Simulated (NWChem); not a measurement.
# HSeF; SMILES [SeH]F

```xyz
3

Se     0.0340     0.3285     0.0000
H     -1.4495     0.4598     0.0000
F      0.0517    -1.4509     0.0000
```
Atoms are numbered in this order, from 1.

Computed with NWChem. Pople sets run with spherical d functions. Structure relaxed at the B3LYP/6-31G* (spherical d) level. GIAO values for the isolated, static molecule; σ is the absolute isotropic shielding, δ = σ(reference) − σ with the isolated reference molecule computed at the same levels (19F: trichlorofluoromethane, 1H: tetramethylsilane). Spin-orbit effects, on the heavy nuclei and on their neighbours, are missing.

For level B3LYP/6-311G**:

| Quantity | Value |
|---|---|
| σ Se1 (ppm) | -352.0 |
| δ H2 (ppm) | 12.23 |
| δ F3 (ppm) | -555.9 |

Problem. How do the values read with level PBE0/pcSseg-2 instead?

Solution. 
* **σ Se1 (ppm)**: -251.7
* **δ H2 (ppm)**: 12.54
* **δ F3 (ppm)**: -531.6
